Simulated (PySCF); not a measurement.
C₄H₅Si, SMILES [SiH]1C=CC=C1, multiplicity 2.

Geometry optimised at PBE-D3(BJ)/def2-SVP. A frequency run showed that this geometry is not a minimum. The isomer is the one that the SMILES or the coordinates give; other isomers of the formula were not compared.

These are TDA-PBE0/def2-SVPD run with PySCF 2.14.0 values and carry that method's errors.

Vertical excitations. Gas-phase values at a fixed geometry.

Computed excitation energies, oscillator strengths and character:
| state | energy (eV) | λ (nm) | f | main pairs |
|---|---|---|---|---|
| root 1 | 1.98 | 625 | 0.003 | β HOMO→LUMO 94 % |
| root 2 | 3.92 | 316 | 0.043 | α HOMO→LUMO 79 %, β HOMO−2→LUMO 18 % |
| root 3 | 4.31 | 288 | 0.000 | β HOMO−1→LUMO 98 % |
| root 4 | 4.38 | 283 | 0.047 | α HOMO→LUMO+1 94 % |
| root 5 | 4.56 | 272 | 0.001 | α HOMO−1→LUMO 58 %, β HOMO→LUMO+1 31 % |
| root 6 | 4.71 | 263 | 0.068 | α HOMO−1→LUMO+4 33 %, α HOMO→LUMO 13 %, β HOMO−2→LUMO 43 % |
| root 7 | 4.79 | 259 | 0.000 | α HOMO→LUMO+2 95 % |
| root 8 | 4.92 | 252 | 0.000 | β HOMO−3→LUMO 96 % |
| root 9 | 5.25 | 236 | 0.054 | α HOMO→LUMO+4 86 %, β HOMO→LUMO+1 12 % |
| root 10 | 5.25 | 236 | 0.018 | α HOMO→LUMO+3 98 % |
Unrestricted roots are not spin-pure.
